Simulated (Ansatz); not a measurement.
The same path of CH6AlBClNS (12 atoms, charge 0, multiplicity 1) was run twice with different band settings. The coordinate that changes most is the dihedral N3–C2–Al5–Cl6.

Method: Ansatz, RKS CAM-B3LYP-D4/6-31G*.

Relaxed end points:

```xyz
12
Properties=species:S:1:pos:R:3
B -1.432 0.292 0.568
C -0.044 -0.225 0.503
N 0.460 -0.857 -0.791
S 1.037 -0.522 1.890
Al 0.778 1.070 -0.860
Cl -0.354 2.052 -2.346
H -2.142 0.224 -0.395
H -1.817 0.817 1.566
H 1.223 -1.512 -0.631
H -0.285 -1.302 -1.323
H 0.402 -1.592 2.411
H 2.252 1.501 -0.559
```

```xyz
12
Properties=species:S:1:pos:R:3
B -1.423 0.342 0.550
C -0.077 -0.265 0.483
N 0.397 -0.864 -0.828
S 1.007 -0.604 1.858
Al 0.578 1.084 -0.940
Cl 2.589 1.637 -0.603
H -2.113 0.360 -0.432
H -1.797 0.855 1.558
H 1.234 -1.431 -0.707
H -0.324 -1.396 -1.310
H 0.297 -1.615 2.399
H -0.290 1.841 -1.995
```

Common settings: spring 5.0 eV/Å²; optimiser quadratic models (default); start path IDPP; force threshold 0.05 eV/Å; end points relaxed.

| run | movable images | climbing image | iteration limit |
| --- | --- | --- | --- |
| 1 | 5 | yes | 52 |
| 2 | 4 | no | 60 |

(1) What does each run give, and how far can it be trusted?

## Answers

(1) Run 1: converged after 14 iterations, highest image 0.770 eV above the first end. A vibrational analysis at the climbing image gives one clearly imaginary mode, 126i cm⁻¹: a first-order saddle point.
Run 2: converged after 13 iterations, highest image 0.754 eV above the first end. No image climbed, so the highest image needn't sit at the top of the path.
